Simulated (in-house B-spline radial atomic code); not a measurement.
A run on an ion of nuclear charge 42 with 42.7 electrons that did not converge. Method: scalar-relativistic (X2C) r2SCAN0, spin-polarised, spherical fractional occupations, Fermi nucleus of rms radius 4.4091 fm; computed with a B-spline radial code for spherical atoms.

Command:
```bash
python run_scf.py task.json out
```
Settings (nuclear radius in fm, mass in u):
```
Z                42
configuration    [Kr] 4d5 5s1.7
hamiltonian      x2c
method           r2scan0
spin_polarised   True
nucleus          fermi
rms_radius       4.4091
atomic_mass      97.9054
speed_of_light   137.035999084
```

First and last ten iterations of the last attempt (damped for 15 steps, keeping 80 % of the old Fock matrix, then DIIS):
```
 iter        energy (Eh)    residual
    1       -4048.405586    8.89e-02
    2       -4037.764474    1.15e-01
    3       -4039.360549    8.85e-02
    4       -4047.808840    9.46e-02
    5       -4048.113624    6.15e-02
    6       -4048.267118    4.03e-02
    7       -4048.342254    2.61e-02
    8       -4048.378336    1.69e-02
    9       -4048.395679    1.26e-02
   10       -4048.404268    9.94e-03
  111       -4040.602977    1.30e-01
  112       -4040.564764    1.29e-01
  113       -4039.287644    1.17e-01
  114       -4038.855268    1.17e-01
  115       -4039.714038    1.82e-01
  116       -4046.664298    1.90e-01
  117       -4047.151481    1.49e-01
  118       -4047.929920    8.15e-02
  119       -4048.232949    4.80e-02
  120       -4048.377950    2.06e-02
 not converged after 120 iterations
```

The smallest residual met was 7.1e-04; the threshold is about 4e-07. No energy from this run should be used. The likely cause: this method binds the added charge weakly or not at all at the basis-set limit, so charge moves back and forth between the atom and the box. Time taken, with all properties: 3.9 s on 1 thread of Arm Neoverse V2, with other jobs on the host.
